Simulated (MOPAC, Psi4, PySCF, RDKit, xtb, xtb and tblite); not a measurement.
Two geometries of SMILES CO[SiH2]C(C)C, relaxed at GFN2-xTB with one dihedral held; other torsions can differ between them too.

Structure A

```
18

C      3.1187     0.5589     0.2751
O      1.7375     0.5274     0.0904
Si     0.6812    -0.7041     0.0391
C     -0.5904    -0.4485     1.4375
C      0.0473    -0.5481     2.8234
C     -1.7405    -1.4429     1.3149
H      3.4072     1.5874     0.4984
H      3.6326     0.2336    -0.6337
H      3.4262    -0.0872     1.0999
H      0.0599    -0.6301    -1.2831
H      1.3460    -2.0022     0.2138
H     -1.0129     0.5583     1.3423
H      0.4595    -1.5427     2.9855
H     -0.6908    -0.3573     3.6023
H      0.8498     0.1789     2.9309
H     -2.4892    -1.2687     2.0870
H     -2.2224    -1.3552     0.3442
H     -1.3763    -2.4627     1.4195
```

Structure B

```
18

C      3.1637     0.6704     0.1425
O      1.7817     0.5558    -0.0043
Si     0.7569    -0.7004     0.0793
C      1.4579    -2.2121     1.0226
C      2.5288    -2.9489     0.2161
C      0.3515    -3.1890     1.4149
H      3.3970     1.7223     0.3179
H      3.6767     0.3411    -0.7656
H      3.5260     0.0800     0.9870
H     -0.3820    -0.1073     0.7716
H      0.4340    -1.1333    -1.2855
H      1.9264    -1.8597     1.9507
H      2.1037    -3.3508    -0.7016
H      2.9381    -3.7803     0.7905
H      3.3499    -2.2867    -0.0512
H      0.7590    -4.0329     1.9709
H     -0.3954    -2.6987     2.0343
H     -0.1456    -3.5747     0.5277
```

Which is lower in energy at the level B3LYP-D3(BJ)/def2-SVP // GFN2-xTB (Psi4 1.11), and by how much?

A is lower, by 4.47 kJ/mol (dihedral C1–O2–Si3–C4: 120° in A, 20° in B).

E(B) − E(A) in kJ/mol at the other levels, on the same two geometries: GFN2-xTB (xtb and tblite) 1.08; MMFF94 // GFN2-xTB (RDKit) 6.53; B3LYP/def2-SVP // GFN2-xTB (Psi4) 6.39; PBE/def2-SVP // GFN2-xTB (Psi4) 5.55; PBE-D3(BJ)/def2-SVP // GFN2-xTB (Psi4) 4.33; UFF // GFN2-xTB (RDKit) 14.04; PM3, restricted, heats of formation // GFN2-xTB (MOPAC) 2.77; PM6, restricted, heats of formation // GFN2-xTB (MOPAC) -5.85; GFN1-xTB // GFN2-xTB (xtb) -2.05; restricted B3LYP/6-31G*, spherical d, density fitting // GFN2-xTB (PySCF) 5.00; restricted Hartree-Fock/6-31G*, spherical d, density fitting // GFN2-xTB (PySCF) 6.89; restricted MP2 (frozen core)/6-31G*, spherical d // GFN2-xTB (PySCF) 4.52; restricted Hartree-Fock/LANL2DZ, with its core potentials past Ne // GFN2-xTB (PySCF) 7.07.
